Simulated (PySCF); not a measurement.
**`CN(C)C(F)=C=CF`, C5H7F2N**

Cartesian coordinates in Å; atom numbers follow the order of the lines, from 1:
```xyz
15

C    -0.4480   -1.0826   -0.8011
N    -0.7101    0.2283   -0.2682
C    -2.0590    0.4886    0.1796
C     0.3394    0.8913    0.3001
F     0.0228    2.1376    0.6614
C     1.5636    0.4272    0.5002
C     2.7877   -0.0197    0.5272
F     3.6136    0.0018   -0.5320
H    -0.3664   -1.8548   -0.0117
H     0.4966   -1.0707   -1.3630
H    -1.2632   -1.3648   -1.4831
H    -2.3606   -0.1834    1.0065
H    -2.1461    1.5252    0.5229
H    -2.7600    0.3425   -0.6562
H     3.2864   -0.4628    1.3981
```

Method: TDDFT CAM-B3LYP/aug-cc-pVDZ circular dichroism and optical rotation, one conformer, gas phase in PySCF 2.14.0. Geometry: PBE0-D3(BJ)/def2-SVP.

No stereocentre is labelled: unless the shape is locked (an allene, a helicene, a hindered biaryl), the mirror image is equally populated and a measured rotation or CD is zero.

Question: List the lowest 12 singlet excitations with oscillator and rotatory strengths.

Answer: Rotatory strengths R in 10⁻⁴⁰ esu² cm², velocity form and length form (origin at the centre of mass); f in length form.
```tsv
state	E (eV)	λ (nm)	f	R (velocity)	R (length)	main
1	4.65	267	0.006	-23.4	-22.9	HOMO→LUMO+3 0.29, HOMO→LUMO+4 0.28
2	5.37	231	0.079	+36.3	+36.7	HOMO→LUMO 0.80
3	6.00	207	0.215	-26.7	-27.0	HOMO→LUMO+5 0.29, HOMO→LUMO+1 0.21
4	6.08	204	0.003	+18.1	+18.4	HOMO−1→LUMO+5 0.23, HOMO−1→LUMO+4 0.19
5	6.14	202	0.010	-0.9	-0.9	HOMO→LUMO+1 0.55, HOMO→LUMO+5 0.12
6	6.22	199	0.006	-3.2	-3.6	HOMO→LUMO+2 0.65, HOMO→LUMO+1 0.10
7	6.35	195	0.035	-9.3	-9.1	HOMO→LUMO+3 0.55, HOMO→LUMO+4 0.14
8	6.74	184	0.011	+12.3	+12.5	HOMO→LUMO+5 0.40, HOMO→LUMO+6 0.21
9	6.81	182	0.046	+33.1	+34.0	HOMO→LUMO+8 0.38, HOMO→LUMO+7 0.17
10	6.88	180	0.079	-23.5	-23.9	HOMO−1→LUMO 0.36, HOMO−1→LUMO+3 0.11
11	7.14	174	0.022	-20.8	-21.3	HOMO→LUMO+7 0.56, HOMO→LUMO+8 0.22
12	7.23	172	0.114	+32.2	+32.6	HOMO→LUMO+9 0.48
```

Among the states computed, the strongest CD band (largest |R|) is state 2. The largest dissymmetry factor in size, g = 4R/(D+G), with D and G the electric and magnetic dipole strengths, is +0.062 for state 4 (velocity form, f = 0.003), among bands with |R| over 0.5. The mirror image has the same energies and oscillator strengths and all R with the opposite sign.
